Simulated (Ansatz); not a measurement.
## GeH2InSi+: where a starting geometry ends

The starting geometry of this gas-phase singlet was optimised with GFN2-xTB.

```yaml
atoms:
  - { symbol: Ge, position_ang: [1.1033, -1.1805, -0.4653] }
  - { symbol: In, position_ang: [-4.0362, 0.3974, -1.6569] }
  - { symbol: Si, position_ang: [-1.2361, -0.3918, -0.5918] }
  - { symbol: H, position_ang: [0.6621, -1.6285, -1.9780] }
  - { symbol: H, position_ang: [-0.7092, 0.9493, -1.1415] }
```

Task: Predict what it relaxes into with PBE0-D3(BJ)/def2-SVP.

Result: New bonds form, giving a structure with H4 bridging Ge1 and Si3, H5 bridging Si3 and Ge1, given below by its coordinates. Distances that change by over a tenth: Ge1–H4 (1.64 → 1.86 Å). Contacts that close: Ge1–H5 (2.88 → 1.86 Å), Si3–H4 (2.66 → 1.64 Å).

The energy falls by 0.94 eV over 13 steps:

```json
{"step": "1", "E − E(last) (eV)": "0.936"}
{"step": "2", "E − E(last) (eV)": "0.762"}
{"step": "4", "E − E(last) (eV)": "0.373"}
{"step": "5", "E − E(last) (eV)": "0.279"}
{"step": "6", "E − E(last) (eV)": "0.121"}
{"step": "8", "E − E(last) (eV)": "0.004"}
{"step": "9", "E − E(last) (eV)": "0.003"}
{"step": "10", "E − E(last) (eV)": "0.000"}
{"step": "12", "E − E(last) (eV)": "0.000"}
{"step": "13", "E − E(last) (eV)": "0.000"}
```

Final geometry (Å):

```yaml
atoms:
  - { symbol: Ge, position_ang: [1.1258, -0.7903, -0.6560] }
  - { symbol: In, position_ang: [-3.8579, 0.2241, -1.8535] }
  - { symbol: Si, position_ang: [-1.1442, -0.6405, -0.5899] }
  - { symbol: H, position_ang: [-0.2434, -1.2337, -1.8303] }
  - { symbol: H, position_ang: [-0.0963, 0.5863, -0.9039] }
```

Frequencies at the end are all real (lowest 43 cm⁻¹). Atoms past krypton carry core potentials, without spin–orbit terms. Run with Ansatz 0.2.0, 85 s on 1 thread of Arm Neoverse N1, on a shared host.
